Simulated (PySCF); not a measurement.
C₄H₇O₂, SMILES C1O[CH]COC1, multiplicity 2.

Geometry optimised at PBE-D3(BJ)/def2-SVP. The isomer is the one that the SMILES or the coordinates give; other isomers of the formula were not compared. Other conformers were not sampled.

Method: TDA-LC-ωPBE/def2-SVPD run with PySCF.

Vertical excitations. The molecule is in vacuum.

Question: Give excitation energies, oscillator strengths and character. (Estimate from the structure and the level; the computed values follow.)

Answer: 
```json
[
 {"state": "root 1", "energy (eV)": "5.49", "λ (nm)": "226", "f": "0.004", "main pairs": "β HOMO→LUMO 71 %"},
 {"state": "root 2", "energy (eV)": "5.58", "λ (nm)": "222", "f": "0.005", "main pairs": "α HOMO→LUMO 47 %, α HOMO→LUMO+1 19 %, α HOMO→LUMO+2 9 %, β HOMO→LUMO 6 %"},
 {"state": "root 3", "energy (eV)": "6.17", "λ (nm)": "201", "f": "0.001", "main pairs": "α HOMO→LUMO+4 66 %, α HOMO→LUMO+1 12 %"},
 {"state": "root 4", "energy (eV)": "6.58", "λ (nm)": "189", "f": "0.044", "main pairs": "α HOMO→LUMO+2 44 %, α HOMO→LUMO+5 10 %, β HOMO−1→LUMO 15 %"},
 {"state": "root 5", "energy (eV)": "6.81", "λ (nm)": "182", "f": "0.055", "main pairs": "α HOMO→LUMO+2 16 %, β HOMO−1→LUMO 53 %, β HOMO−2→LUMO 8 %"},
 {"state": "root 6", "energy (eV)": "7.01", "λ (nm)": "177", "f": "0.006", "main pairs": "α HOMO→LUMO+1 34 %, α HOMO→LUMO 30 %, α HOMO→LUMO+5 9 %, α HOMO→LUMO+7 7 %"},
 {"state": "root 7", "energy (eV)": "7.07", "λ (nm)": "175", "f": "0.008", "main pairs": "α HOMO→LUMO+3 59 %, α HOMO→LUMO+1 13 %"},
 {"state": "root 8", "energy (eV)": "7.38", "λ (nm)": "168", "f": "0.018", "main pairs": "β HOMO−2→LUMO 55 %"},
 {"state": "root 9", "energy (eV)": "7.56", "λ (nm)": "164", "f": "0.009", "main pairs": "α HOMO→LUMO+9 30 %, α HOMO→LUMO+5 12 %, α HOMO→LUMO+1 6 %, α HOMO→LUMO+7 6 %"},
 {"state": "root 10", "energy (eV)": "7.80", "λ (nm)": "159", "f": "0.000", "main pairs": "α HOMO−1→LUMO+4 19 %, α HOMO−1→LUMO 17 %, β HOMO→LUMO+5 15 %, β HOMO→LUMO+1 11 %"}
]
```
Unrestricted roots are not spin-pure.
